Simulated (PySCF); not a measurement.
A side-by-side comparison of computed properties.

First species: C₅H₆F₂O.
Cartesian coordinates in Å at the GFN2-xTB level; atoms count from 1:
```
atom  x, y, z in Å
F1     2.7534    1.0046    0.1871
C2     1.4957    0.5567    0.1216
C3     1.2105   -0.7344    0.2480
C4    -0.2014   -1.2017    0.0895
F5    -0.7581   -1.4898    1.3339
C6    -1.0434   -0.1197   -0.5830
C7    -0.7167    1.2254    0.0584
O8     0.6519    1.5661   -0.1114
H9     1.9849   -1.4458    0.4680
H10   -0.2450   -2.1474   -0.4646
H11   -2.1021   -0.3411   -0.4541
H12   -0.8070   -0.0956   -1.6474
H13   -0.9447    1.1817    1.1309
H14   -1.2787    2.0406   -0.3992
```

Second species: 2,2-dimethylbutane, C6H14.
SMILES: `C(C)(C)(CC)C`

Levels: CAM-B3LYP/def2-SVPD for HOMO energy, LUMO energy, HOMO–LUMO gap and static isotropic polarisability; TDDFT CAM-B3LYP/def2-SVPD for lowest singlet excitation; TDA CAM-B3LYP/def2-SVPD for lowest triplet excitation (Tamm–Dancoff). Geometries: GFN2-xTB. Each species is one conformer at its optimised geometry, gas phase, non-relativistic unless stated. Electronic properties by PySCF.

Dipoles, sizes and rotational constants follow the conformer. The torsions of the flexible species, by atom-mapped SMILES:
- `[CH3:1][CH2:2][C:3]([CH3:4])([CH3:5])[CH3:6]`: C1–C2–C3–C4 180°

The conformers of `FC1=C[C@@H](F)CCO1` aren't listed.

Values for the first species:

```
HOMO energy                              : -8.59 eV
LUMO energy                              : 1.18 eV
HOMO–LUMO gap                            : 9.77 eV
Lowest singlet excitation                : 6.88 eV
Lowest triplet excitation (Tamm–Dancoff) : 4.53 eV
Static isotropic polarisability          : 61.4 au
```

(1) Estimate the same properties for the second species, and the change in each.

Answers

(1) 
| property | first | second | second less first |
| --- | --- | --- | --- |
| HOMO energy | -8.59 eV | -10.10 eV | -1.51 eV |
| LUMO energy | 1.18 eV | 1.31 eV | +0.13 eV |
| HOMO–LUMO gap | 9.77 eV | 11.41 eV | +1.64 eV |
| lowest singlet excitation | 6.88 eV | 8.61 eV | +1.73 eV |
| lowest triplet excitation (Tamm–Dancoff) | 4.53 eV | 8.43 eV | +3.90 eV |
| static isotropic polarisability | 61.4 au | 73.8 au | +12.4 au |

On the first: The principal polarisabilities are 50.2, 64.8 and 69.2 au; their mean is the isotropic value. S1 lies 2.89 eV below the HOMO–LUMO gap; its leading configuration is HOMO→LUMO, weight 0.79.

On the second: The principal polarisabilities are 71.4, 71.6 and 78.4 au; their mean is the isotropic value. The polarisability is 10.94 Å³ as a volume (1 au = 0.148185 Å³), or 1.48 au for each of the 50 electrons.
